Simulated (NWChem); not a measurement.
System: AlF2 cation; SMILES [F][Al+][F]

Here is an NWChem input.

```
start job
memory heap 200 mb stack 900 mb global 1100 mb
charge 1
geometry units angstroms noautosym nocenter noautoz
  Al     0.000000     0.000000     0.000000
  F      0.000000     0.000000     1.601877
  F      0.000000     0.000000    -1.601877
end
basis spherical
  * library 6-31g*
end
dft
  xc b3lyp
  iterations 150
end
property
  efieldgrad
end
task dft property
```

NWChem printed, in part:

```
             Northwest Computational Chemistry Package (NWChem) 7.3.0
             --------------------------------------------------------

                             Geometry "geometry" -> ""
                             -------------------------

 Output coordinates in angstroms (scale by  1.889725989 to convert to a.u.)

  No.       Tag          Charge          X              Y              Z
 ---- ---------------- ---------- -------------- -------------- --------------
    1 Al                  13.0000     0.00000000     0.00000000     0.00000000
    2 F                    9.0000     0.00000000     0.00000000     1.60187700
    3 F                    9.0000     0.00000000     0.00000000    -1.60187700

 Effective nuclear repulsion energy (a.u.)      90.6805921119

                              NWChem Property Module
                              ----------------------

  itol2e modified to match energy
  convergence criterion.

                                 NWChem DFT Module
                                 -----------------

 Summary of "ao basis" -> "ao basis" (spherical)
 ------------------------------------------------------------------------------
       Tag                 Description            Shells   Functions and Types
 ---------------- ------------------------------  ------  ---------------------
 Al                          6-31g*                  8       18   4s3p1d
 F                           6-31g*                  6       14   3s2p1d

  itol2e modified to match energy
  convergence criterion.

            General Information
            -------------------
          SCF calculation type: DFT
          Wavefunction type:  closed shell.
          No. of atoms     :     3
          No. of electrons :    30
           Alpha electrons :    15
            Beta electrons :    15
          Charge           :     1
          Spin multiplicity:     1
          Use of symmetry is: off; symmetry adaption is: off
          Maximum number of iterations: 150
          AO basis - number of functions:    46
                     number of shells:    20
          Convergence on energy requested:  1.00D-07
          Convergence on density requested:  1.00D-05
          Convergence on gradient requested:  5.00D-04

              XC Information
              --------------
                         B3LYP Method XC Potential
                     Hartree-Fock (Exact) Exchange  0.200
                        Slater Exchange Functional  0.800 local
                    Becke 1988 Exchange Functional  0.720 non-local
              Lee-Yang-Parr Correlation Functional  0.810
                  VWN I RPA Correlation Functional  0.190 local

[...]

          -----------------------
          Electric field gradient
          -----------------------

 1 a.u. = 0.324123 10**(16) esu/cm**3  ( or statvolts/cm**2 ) = 0.97174 10**(22) v/m**2

 ------------------------------------------------------------
   Atom      X         Y         Z
 ------------------------------------------------------------
    1 Al   0.00000   0.00000   0.00000
 ------------------------------------------------------------

 Electric field gradient in molecular frame (a.u.)
         XX             YY             ZZ             XY             XZ             YZ
 ------------------------------------------------------------------------------------------
       -0.574047      -0.574047       1.148093      -0.000000      -0.000000      -0.000000

 Principal components (a.u.) and orientation
 of principal axis w.r.t. absolute frame                      Asymmetry parameter eta
 --------------------------------------------------------------------------------------
        1.148093      -0.574047      -0.574047                       0.000000

       -0.000000       0.547922       0.836530
       -0.000000       0.836530      -0.547922
        1.000000       0.000000       0.000000

 ------------------------------------------------------------
   Atom      X         Y         Z
 ------------------------------------------------------------
    2 F    0.00000   0.00000   3.02711
 ------------------------------------------------------------

 Electric field gradient in molecular frame (a.u.)
         XX             YY             ZZ             XY             XZ             YZ
 ------------------------------------------------------------------------------------------
        0.507759       0.507759      -1.015518      -0.000000      -0.000000      -0.000000

 Principal components (a.u.) and orientation
 of principal axis w.r.t. absolute frame                      Asymmetry parameter eta
 --------------------------------------------------------------------------------------
       -1.015518       0.507759       0.507759                       0.000000

        0.000000       0.739627       0.673017
        0.000000      -0.673017       0.739627
        1.000000       0.000000      -0.000000

 ------------------------------------------------------------
   Atom      X         Y         Z
 ------------------------------------------------------------
    3 F    0.00000   0.00000  -3.02711
 ------------------------------------------------------------

 Electric field gradient in molecular frame (a.u.)
         XX             YY             ZZ             XY             XZ             YZ
 ------------------------------------------------------------------------------------------
        0.507759       0.507759      -1.015518       0.000000      -0.000000      -0.000000

 Principal components (a.u.) and orientation
 of principal axis w.r.t. absolute frame                      Asymmetry parameter eta
 --------------------------------------------------------------------------------------
       -1.015518       0.507759       0.507759                       0.000000

        0.000000       0.657975       0.753040
        0.000000       0.753040      -0.657975
        1.000000      -0.000000      -0.000000
```

Level: B3LYP/6-31G* (spherical d). The geometry was optimised at B3LYP/6-31G* (spherical d). NWChem prints the field gradient with the sign opposite to the second derivative of the potential.
